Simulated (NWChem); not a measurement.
Program: NWChem. System: B2F3, charge 1, spin multiplicity 1, at the geometry of a parent with another charge or spin, in a state set for the comparison that need not be this species' ground state.

Input file:

```
start mol
memory heap 200 mb stack 900 mb global 1100 mb
charge 1
geometry units angstroms nocenter noautoz
  F     -2.245224    -0.181641     0.000000
  B     -1.065154     0.371473     0.000000
  B      0.568143     0.014145     0.000000
  F      1.260671    -0.016296     1.144359
  F      1.260671    -0.016296    -1.144359
  symmetry group Cs
end
basis spherical
  * library def2-tzvp
end
dft
  xc xtpss03 ctpss03
  semidirect memsize 60000000 filesize 0
  iterations 100
  grid fine
end
task dft energy
```

The output up to the point where the run's verdict is printed (cleaned and shortened):

```
             Northwest Computational Chemistry Package (NWChem) 7.3.0
             --------------------------------------------------------

                                NWChem Input Module
                                -------------------

 Scaling coordinates for geometry "geometry" by  1.889725989
 (inverse scale =  0.529177249)

 Turning off AUTOSYM since
 SYMMETRY directive was detected!

                             Geometry "geometry" -> ""
                             -------------------------

 Output coordinates in angstroms (scale by  1.889725989 to convert to a.u.)

  No.       Tag          Charge          X              Y              Z
 ---- ---------------- ---------- -------------- -------------- --------------
    1 F                    9.0000    -2.24522400    -0.18164100     0.00000000
    2 B                    5.0000    -1.06515400     0.37147300     0.00000000
    3 B                    5.0000     0.56814300     0.01414500     0.00000000
    4 F                    9.0000     1.26067100    -0.01629600     1.14435900
    5 F                    9.0000     1.26067100    -0.01629600    -1.14435900

 Effective nuclear repulsion energy (a.u.)     130.3460025494

            Nuclear Dipole moment (a.u.)
            ----------------------------
        X                 Y               Z
 ---------------- ---------------- ----------------
     0.0000132281    -0.0000132281     0.0000000000

      Symmetry information
      --------------------

 Group name             Cs
 Group number              2
 Group order               2
 No. of unique centers     4

      Symmetry unique atoms

     1    2    3    4


 Summary of "ao basis" -> "" (spherical)
 ------------------------------------------------------------------------------
       Tag                 Description            Shells   Functions and Types
 ---------------- ------------------------------  ------  ---------------------
 *                         def2-tzvp                  on all atoms

                                 NWChem DFT Module
                                 -----------------
[...]
 d= 0,ls=0.5,diis    52   -348.5871389034 -1.75D-04  5.94D-05  1.19D-03    44.9
 d= 0,ls=0.5,diis    53   -348.5872823973 -1.43D-04  6.95D-05  5.75D-04    45.7
 d= 0,ls=0.5,diis    54   -348.5873759092 -9.35D-05  6.73D-05  5.60D-04    46.4
 d= 0,ls=0.5,diis    55   -348.5874576667 -8.18D-05  6.45D-05  6.60D-04    47.1
 d= 0,ls=0.5,diis    56   -348.5875389815 -8.13D-05  5.83D-05  6.93D-04    47.9
 d= 0,ls=0.5,diis    57   -348.5876061360 -6.72D-05  5.02D-05  6.75D-04    48.7
 d= 0,ls=0.5,diis    58   -348.5876696509 -6.35D-05  4.73D-05  6.74D-04    49.6
 d= 0,ls=0.5,diis    59   -348.5877239159 -5.43D-05  4.63D-05  7.27D-04    50.3
 d= 0,ls=0.5,diis    60   -348.5877792515 -5.53D-05  6.47D-05  7.42D-04    51.0
 d= 0,ls=0.5,diis    61   -348.5878658860 -8.66D-05  6.45D-05  5.80D-04    51.7
 d= 0,ls=0.5,diis    62   -348.5879536077 -8.77D-05  6.60D-05  4.91D-04    52.5
 d= 0,ls=0.5,diis    63   -348.5880556819 -1.02D-04  6.23D-05  2.92D-04    53.3
 d= 0,ls=0.5,diis    64   -348.5881056577 -5.00D-05  4.41D-05  2.95D-04    54.0
 d= 0,ls=0.5,diis    65   -348.5881259825 -2.03D-05  3.09D-05  5.81D-04    54.8
 d= 0,ls=0.5,diis    66   -348.5881655041 -3.95D-05  3.49D-05  4.87D-04    55.5
 d= 0,ls=0.5,diis    67   -348.5882137047 -4.82D-05  3.34D-05  3.20D-04    56.3
 d= 0,ls=0.5,diis    68   -348.5882495116 -3.58D-05  3.92D-05  3.44D-04    57.0
 d= 0,ls=0.5,diis    69   -348.5882950717 -4.56D-05  4.26D-05  2.53D-04    57.8
 d= 0,ls=0.5,diis    70   -348.5883405144 -4.54D-05  3.74D-05  2.28D-04    58.6
 d= 0,ls=0.5,diis    71   -348.5883701528 -2.96D-05  3.45D-05  3.69D-04    59.2
 d= 0,ls=0.5,diis    72   -348.5883870514 -1.69D-05  3.95D-05  5.74D-04    60.0
 d= 0,ls=0.5,diis    73   -348.5884272152 -4.02D-05  5.66D-05  4.88D-04    60.9
 d= 0,ls=0.5,diis    74   -348.5884897031 -6.25D-05  5.24D-05  3.58D-04    61.8
 d= 0,ls=0.5,diis    75   -348.5885489205 -5.92D-05  4.53D-05  3.23D-04    62.5
 d= 0,ls=0.5,diis    76   -348.5885984477 -4.95D-05  5.00D-05  2.81D-04    63.2
 d= 0,ls=0.5,diis    77   -348.5886571913 -5.87D-05  4.89D-05  2.04D-04    63.8
 d= 0,ls=0.5,diis    78   -348.5886791158 -2.19D-05  2.89D-05  4.09D-04    64.4
 d= 0,ls=0.5,diis    79   -348.5887065985 -2.75D-05  6.01D-05  4.05D-04    65.0
 d= 0,ls=0.5,diis    80   -348.5886421111  6.45D-05  2.04D-05  1.78D-03    65.6
 d= 0,ls=0.5,diis    81   -348.5886290962  1.30D-05  6.63D-05  1.87D-03    66.3
 d= 0,ls=0.5,diis    82   -348.5887277836 -9.87D-05  4.91D-05  2.96D-04    66.9
 d= 0,ls=0.5,diis    83   -348.5887772553 -4.95D-05  4.28D-05  9.24D-05    67.5
 d= 0,ls=0.5,diis    84   -348.5888197375 -4.25D-05  3.83D-05  6.46D-05    68.0
 d= 0,ls=0.5,diis    85   -348.5888562824 -3.65D-05  3.58D-05  7.42D-05    68.6
 d= 0,ls=0.5,diis    86   -348.5888892343 -3.30D-05  3.45D-05  9.51D-05    69.2
 d= 0,ls=0.5,diis    87   -348.5889023414 -1.31D-05  2.75D-05  2.98D-04    69.8
 d= 0,ls=0.5,diis    88   -348.5889027495 -4.08D-07  4.63D-05  5.75D-04    70.4
 d= 0,ls=0.5,diis    89   -348.5889521351 -4.94D-05  2.92D-05  1.66D-04    71.0
 d= 0,ls=0.5,diis    90   -348.5889607456 -8.61D-06  3.88D-05  3.88D-04    71.7
 d= 0,ls=0.5,diis    91   -348.5889956688 -3.49D-05  3.67D-05  2.65D-04    72.3
 d= 0,ls=0.5,diis    92   -348.5890249085 -2.92D-05  4.09D-05  2.87D-04    72.8
 d= 0,ls=0.5,diis    93   -348.5890588554 -3.39D-05  4.06D-05  2.91D-04    73.4
 d= 0,ls=0.5,diis    94   -348.5890961828 -3.73D-05  4.13D-05  2.65D-04    74.0
 d= 0,ls=0.5,diis    95   -348.5891337985 -3.76D-05  4.38D-05  2.52D-04    74.6
 d= 0,ls=0.5,diis    96   -348.5891760069 -4.22D-05  3.95D-05  2.15D-04    75.2
 d= 0,ls=0.5,diis    97   -348.5892031657 -2.72D-05  3.16D-05  2.13D-04    75.8
 d= 0,ls=0.5,diis    98   -348.5892176794 -1.45D-05  2.22D-05  3.30D-04    76.4
 d= 0,ls=0.5,diis    99   -348.5892384035 -2.07D-05  2.24D-05  2.78D-04    76.9
 d= 0,ls=0.5,diis   100   -348.5892584217 -2.00D-05  2.15D-05  2.39D-04    77.5
```

Convergence was not reached. The next line reads: Calculation failed to converge. NWChem stopped with the message: dft energy failed.
